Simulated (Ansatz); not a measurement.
`O[SiH](O)O[SiH](O)F` + `O[SiH](O)S` → `O[SiH](O)S[SiH](O)O` + `O[SiH](O)F`  (ligand exchange at the Si–O bond)

Program: Ansatz. Geometries: PBE0-D4/def2-TZVP. ΔE: electronic, gas phase. CBS: MP2 limit from def2 TZ/QZ plus the TZ coupled-cluster correction, frozen cores. This one scheme is used for every species. DFT in def2-TZVPP. Each species was taken in one conformer, which may not be the lowest.

| level | ΔE (kcal/mol) |
| --- | --- |
| PBE | 9.7 |
| r2SCAN | 12.0 |
| PBE0 | 11.1 |
| HF/def2-TZVPP | 20.2 |
| MP2/def2-TZVPP | 12.3 |
| CCSD/def2-TZVPP | 15.2 |
| MP2/def2-QZVPP | 12.2 |
| MP2/CBS(def2) | 11.7 |

Problem. What does CCSD(T)/CBS give? (Estimate.)

Solution. Computed: +13.1 kcal/mol. The listed levels differ from it by -3.4, -1.1, -2.0, 7.1, -0.8, 2.1, -0.9, -1.4 kcal/mol.

Largest T1 diagnostic among the species: 0.012.

The D4 term adds −1.7 kcal/mol with B3LYP and −0.9 kcal/mol with PBE0; it sums over pairs of atoms, weighted by their polarisabilities, and B3LYP, whose exchange is more repulsive, gets the larger term. In def2-TZVPP, CCSD(T) changes the Hartree–Fock value by −6.4 kcal/mol (the triples alone add −1.4 kcal/mol) and MP2 by −7.8 kcal/mol. From PBE to PBE0 (25 % exact exchange), in def2-TZVPP and without D4, ΔE moves by +1.5 kcal/mol.

B3LYP here is the variant with VWN-RPA as its local correlation; programs differ in this.
